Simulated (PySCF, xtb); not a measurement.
FGeH7Si2, SMILES F[SiH2][SiH2][GeH3]. One conformer was computed; it need not be the lowest.

Harmonic wavenumbers (cm⁻¹) from GFN2-xTB in xtb 6.7.1 at its own minimum, in rising order: 17, 21, 78, 146, 304, 342, 353, 379, 437, 476, 575, 589, 622, 721, 782, 796, 812, 844, 898, 899, 1926, 2013, 2021, 2181, 2189, 2262, 2282.

Task: What does PBE-D3(BJ)/def2-SVP run with PySCF give at its own minimum? (The exact figures need the calculation; the answer reports its results.)

Result: 43, 64, 65, 162, 303, 341, 379, 404, 469, 542, 645, 659, 721, 766, 823, 853, 854, 859, 892, 917, 2071, 2086, 2087, 2145, 2154, 2157, 2169. Paired by order, the mean absolute difference is 48 cm⁻¹ and the zero-point energies are 35.7 and 36.6 kcal/mol.
